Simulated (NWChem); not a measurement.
System: C$_{5}$H$_{3}$NS; SMILES C#Cc1cscn1

```xyz
10

C      0.2092    -3.2652     0.0000
C      0.0851    -2.0593     0.0000
C     -0.0389    -0.6376     0.0000
C      1.0313     0.2330     0.0000
S      0.4691     1.8471     0.0000
C     -1.1577     1.2500     0.0000
N     -1.2745    -0.0372     0.0000
H      0.3095    -4.3350     0.0000
H      2.0911    -0.0135     0.0000
H     -2.0027     1.9426     0.0000
```
Atoms are numbered in this order, from 1.

Program: NWChem. Geometry: optimised at PBE0/def2-SVP. Level: PBE0/def2-SVP with SMD (1 M gas to 1 M solution), gas-phase geometry.

Problem. Predict the results for solvent water. Quantities: solvation free energy (kcal/mol); cavity-dispersion-structure term (kcal/mol); dipole in solution (D).

Solution. The solvation free energy (kcal/mol) is -4.4. The cavity-dispersion-structure term (kcal/mol) comes out as 3.1 and the dipole in solution (D) is 2.53.
